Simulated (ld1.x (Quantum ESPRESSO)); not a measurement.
**niobium (Nb): excitation energies, all-electron against RRKJ**

```json
{
 "Element": "Nb",
 "Generator": "ld1.x (Quantum ESPRESSO) 7.5",
 "Type": "norm-conserving RRKJ (Kleinman–Bylander form)",
 "Functional": "Wu–Cohen",
 "Relativity": "scalar-relativistic",
 "Frozen core": "[Ar] 3d10",
 "Valence charge": "13",
 "Reference configuration": "4s2 4p6 4d3.5 5s0 5p0 (charge +1.5)",
 "Partial waves": "4p (bound): rc 2.20 bohr; 4d (bound): rc 1.65 bohr; 4s (bound): rc 1.05 bohr",
 "Local potential": "the s channel",
 "Core correction": "none"
}
```

Energies are relative to the spin-unpolarised reference configuration 4s2 4p6 4d3.5 5s0 5p0; without spin polarisation the order of configurations can differ from experiment.

Question: Give the all-electron excitation energy and the error of the potential for: 4s2 4p6 4d4 5s1 5p0; 4s2 4p6 4d4 5s0 5p0; 4s2 4p6 4d3 5s0 5p0; 4s1 4p6 4d4 5s1 5p0; 4s2 4p6 4d1 5s0 5p0; 4s2 4p6 4d3 5s2 5p0; 4s2 4p5 4d4 5s1 5p0.

Answer:

| valence configuration | charge | ΔE all-electron (eV) | error AE − PS (meV) |
| --- | --- | --- | --- |
| 4s2 4p6 4d4 5s1 5p0 | 0 | -12.419 | +51 |
| 4s2 4p6 4d4 5s0 5p0 | +1 | -5.784 | +0.1 |
| 4s2 4p6 4d3 5s0 5p0 | +2 | 8.233 | +1.2 |
| 4s1 4p6 4d4 5s1 5p0 | +1 | 51.596 | +115 |
| 4s2 4p6 4d1 5s0 5p0 | +4 | 69.803 | +62 |
| 4s2 4p6 4d3 5s2 5p0 | 0 | -12.968 | +121 |
| 4s2 4p5 4d4 5s1 5p0 | +1 | 27.322 | +63 |

Levels in the configuration 4s2 4p6 4d4 5s1 5p0:

```json
{"level": "4s", "all-electron (eV)": "-58.374", "pseudo (eV)": "-58.346"}
{"level": "4p", "all-electron (eV)": "-34.495", "pseudo (eV)": "-34.467"}
{"level": "4d", "all-electron (eV)": "-3.047", "pseudo (eV)": "-3.026"}
{"level": "5s", "all-electron (eV)": "-4.014", "pseudo (eV)": "-4.050"}
```
